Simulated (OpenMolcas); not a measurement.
An OpenMolcas run meant for Dy⁴⁺ (ANO-R1, X2C; inactive shells 1s 2s 2p 3s 3p 3d 4s 4p 4d 5s 5p; intended active space 8 electrons in 7 orbitals (4f)). One step of its input:

```
&RASSCF
FileOrb=start.orb
Symmetry=1
Spin=7
nActEl=8 0 0
Inactive=15 12
Ras2=0 7
CIRoot=7 7 1
SDav=7
CIMx=300
Iter=91 100
PrWF=0.3
OrbListing=Nothing
MaxOrb=0
Atom
Thrs=1.0e-4 5.0e-1 5.0e-1
```

The run finished. Its levels beside those of a sound run (CASSCF), in cm-1 above each run's lowest level:

```json
{"Level": "4f8 7F6", "This run": "0.0", "Usual run": "0.0"}
{"Level": "4f8 7F5", "This run": "2829", "Usual run": "2828"}
{"Level": "4f8 7F4", "This run": "4633", "Usual run": "4633"}
{"Level": "4f8 7F3", "This run": "5892", "Usual run": "5892"}
{"Level": "4f8 7F2", "This run": "6747", "Usual run": "6747"}
{"Level": "4f8 7F1", "This run": "7277", "Usual run": "7277"}
{"Level": "4f8 7F0", "This run": "7530", "Usual run": "7530"}
{"Level": "4f8 5D4", "This run": "26618", "Usual run": "26643"}
```

Question: Which setting is unsound, and how much does it matter here?

Answer: The convergence thresholds are far too loose, so the orbitals stop early. Against the sound run the excited levels shown move by 4 cm-1 on average and by 25 cm-1 at most.

High states are left out of the spin-orbit mixing, which shifts the levels that they would mix with. Without dynamic correlation excited terms often stand tens of per cent too high (terms of higher spin than the ground term too low), and those without a measured partner can miss by more than the paired ones. The basis is small and was not contracted for so high a charge. Only configurations of the active space appear.
